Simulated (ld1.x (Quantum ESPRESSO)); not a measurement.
**nickel (Ni), TM: configuration errors across variants**

nickel (Ni), norm-conserving Troullier–Martins (Kleinman–Bylander form), made with ld1.x (Quantum ESPRESSO) 7.5 (PBE, fully relativistic). Core [Ne] 3s2, reference 3p6 3d8 4s1 4p0 (charge +1). Waves: 3p (bound): rc 0.65 bohr; 3d (bound): rc 1.65 bohr; 4s (bound): rc 2.00 bohr. Local part: the s channel. Core correction: none.

Open shells are filled in proportion to 2j + 1 (rel_dist='average').

All-electron excitation energies from the reference (eV): (1) 3p6 3d8 4s2 4p0 -9.323; (2) 3p6 3d8 4s0 4p0 17.351; (3) 3p6 3d7 4s0 4p0 54.817; (4) 3p6 3d7 4s2 4p1 1.221; (5) 3p6 3d6 4s0 4p0 112.373; (6) 3p6 3d8 4s1 4p1 -4.728; (7) 3p6 3d8.5 4s1.5 4p0 -10.505.

5 further variants failed, have other tests or another functional or relativity, and are left out.

A true bound ghost makes a file unfit for plane-wave use even where its test errors are small: the radial tests pick states by their node count and pass the ghost by.

Errors AE − PS in meV (a dash: test not solved or not reliable):

| change | (1) | (2) | (3) | (4) | (5) | (6) | (7) | bound ghosts |
| --- | --- | --- | --- | --- | --- | --- | --- | --- |
| base | -1.2 | -3.5 | -191 | -1161 | -694 | -635 | -29 | none |
| wave 4s (bound): rc 2.00 bohr becomes 4s (bound): rc 2.58 bohr | +2.3 | -7.2 | -291 | -1104 | -956 | -633 | -25 | none |
| core correction a·sin(br)/r model core inside 0.34 bohr | -3.4 | -11 | -221 | -1171 | -783 | -635 | -31 | none |
| wave 3d (bound): rc 1.65 bohr becomes 3d (bound): rc 2.26 bohr | -2.7 | -19 | +1.7 | -789 | +874 | -635 | -12 | none |
| all radii scaled by about 0.75 (s 1.50, p 0.48, d 1.24 bohr) | +0.6 | -0.3 | -271 | -1109 | -1266 | -574 | -24 | not determined |
| all radii scaled by about 0.88 (s 1.76, p 0.58, d 1.46 bohr) | -1.9 | -4.5 | -232 | -1217 | -1007 | -630 | -31 | none |

Q: Give the same row for: local potential the d channel.

A: -0.2, -2.1, -29, -493, -6.8, -284, -8.9; bound ghosts: s.
